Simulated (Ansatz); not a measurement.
Ideal-gas functions of CH$_{4}$B$_{2}$FN (`B/C=N\BF`) at 400 K and 1 bar, from an Ansatz frequency run at PBE0-D4/def2-TZVP.

Molar mass 70.67 g/mol, point group C1 (symmetry number 1), electronic degeneracy 1, moments of inertia 37.644, 149.929, 165.69 u Å². Harmonic wavenumbers (cm⁻¹, unscaled): 75, 163, 190, 274, 476, 614, 764, 859, 902, 953, 976, 1044, 1090, 1180, 1297, 1353, 1846, 2592, 2652, 2695, 3141.

Use S(trans) = R[1.5 ln M + 2.5 ln T − 1.1517]; rotational temperatures θ = 24.2544 K / I; S(rot) = R[ln(√π/σ · √(T³/θAθBθC)) + 1.5]; for each mode x = 1.438777 ν̃/T, S = R[x/(eˣ − 1) − ln(1 − e⁻ˣ)] and H = RT x/(eˣ − 1); 1 cm⁻¹ = 0.0119627 kJ/mol; R = 8.31446 J/(mol·K).

Task: By hand: the entropy, in J/(mol·K).

Result: Translation 168.1. Rotation: θ = 0.6443, 0.1618, 0.1464 K, giving 109.3. Vibration, mode by mode: 19.23, 12.87, 11.64, 8.76, 4.79, 3.23, 2.11, 1.61, 1.43, 1.23, 1.15, 0.94, 0.83, 0.63, 0.45, 0.38, 0.08, 0.01, 0.01, 0.01, 0.00, in all 71.4. Electronic 0.0. Sum 348.8 J/(mol·K).

Task: By hand: H − E and G − E in kJ/mol, counted from the electronic energy.

Result: Zero-point energy ½ × 25136 × 0.0119627 = 150.3; thermal vibration 15.1; translation, rotation and pV give 4 RT = 13.3. H − E = 178.7 kJ/mol, and G − E = 178.7 − 400 × 348.8/1000 = 39.2 kJ/mol.

Vibration gives 20 % of the entropy, 19.2 J/(mol·K) of it from the mode under 150 cm⁻¹: soft modes count most, and the harmonic formula is weakest for them. The sum counts one conformer and one mirror image; others add a mixing term.
